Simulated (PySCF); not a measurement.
Molecule: `CBCCC`, C4H11B.

Numbering as in the mapped SMILES `[CH3:1][BH:2][CH2:3][CH2:4][CH3:5]`; H(Xn) means a hydrogen on atom n.

Geometry PBE0-D3(BJ)/def2-SVP throughout; GIAO in PySCF 2.14.0 with density-fitted response routines, gas phase, one conformer, non-relativistic; equivalent atoms averaged; basis pcSseg-1.

(1) How do the shifts δ (against TMS, BF3·OEt2 at the same level) depend on the functional? (a selection of nuclei; ppm; last column core-seconds on 1 thread of an Arm Neoverse V1, shared host; the GGAs took longer than the global hybrids here, which isn't the general rule, and the cause wasn't traced)

(2) Which nucleus among those listed moves most, in ppm?

Results:

(1) 
| functional | kind | C3 | C4 | C5 | C1 | B2 | H(B2) | H(C4) | H(C3) | H(C1) | core-s |
| --- | --- | --- | --- | --- | --- | --- | --- | --- | --- | --- | --- |
| HF | Hartree–Fock | 30.0 | 18.8 | 18.6 | 11.0 | 83.1 | 6.87 | 1.24 | 1.08 | 0.95 | 4.7 |
| LDA | LDA | 44.1 | 20.8 | 18.0 | 15.6 | 96.9 | 7.95 | 1.56 | 1.78 | 1.21 | 14 |
| PBE | GGA | 40.3 | 22.5 | 19.4 | 13.9 | 89.7 | 7.64 | 1.53 | 1.65 | 1.15 | 18 |
| BLYP | GGA | 40.5 | 24.1 | 20.3 | 13.2 | 90.1 | 7.41 | 1.53 | 1.60 | 1.09 | 18 |
| BP86 | GGA | 39.7 | 22.4 | 19.5 | 13.9 | 88.5 | 7.58 | 1.51 | 1.62 | 1.13 | 17 |
| OPBE | GGA | 36.4 | 21.8 | 19.0 | 13.1 | 82.4 | 7.55 | 1.53 | 1.63 | 1.14 | 17 |
| KT2 | GGA | 39.0 | 22.3 | 19.4 | 13.2 | 84.0 | 7.42 | 1.50 | 1.60 | 1.10 | 18 |
| KT3 | GGA | 36.7 | 23.4 | 19.9 | 12.1 | 80.8 | 7.16 | 1.51 | 1.55 | 1.06 | 17 |
| B97-D | GGA | 37.2 | 23.2 | 20.1 | 12.2 | 82.6 | 7.23 | 1.51 | 1.55 | 1.07 | 17 |
| B3LYP | global hybrid | 38.0 | 22.5 | 19.7 | 12.8 | 89.8 | 7.31 | 1.46 | 1.47 | 1.06 | 10 |
| PBE0 | global hybrid | 37.0 | 20.9 | 18.9 | 13.3 | 88.9 | 7.48 | 1.44 | 1.48 | 1.09 | 10 |
| mPW1PW91 | global hybrid | 36.4 | 20.9 | 19.0 | 13.1 | 88.2 | 7.41 | 1.43 | 1.46 | 1.08 | 10 |
| WP04 | global hybrid | 32.7 | 23.5 | 20.1 | 10.9 | 84.1 | 6.41 | 1.35 | 1.28 | 0.93 | 12 |
| B97-2 | global hybrid | 35.4 | 21.5 | 19.3 | 12.3 | 84.4 | 7.25 | 1.44 | 1.45 | 1.06 | 12 |
| BHandHLYP | global hybrid | 34.9 | 20.8 | 19.1 | 12.1 | 88.5 | 7.12 | 1.37 | 1.31 | 1.01 | 12 |
| CAM-B3LYP | range-separated hybrid | 37.1 | 21.0 | 18.9 | 12.8 | 92.5 | 7.37 | 1.43 | 1.43 | 1.06 | 16 |
| wB97X-D | range-separated hybrid | 34.7 | 20.4 | 18.9 | 12.1 | 84.7 | 7.23 | 1.37 | 1.37 | 1.03 | 16 |
| LC-wPBE | range-separated hybrid | 34.1 | 18.5 | 17.7 | 13.3 | 91.9 | 7.52 | 1.36 | 1.38 | 1.08 | 22 |

(2) B2 (boron bonded to 2 C, H): from 80.8 ppm with KT3 to 96.9 ppm with LDA. The smallest spread is 0.28 ppm, at H(C1). Proton shifts span only some 12 ppm, so a few tenths of a ppm matter as much there as several ppm in carbon.
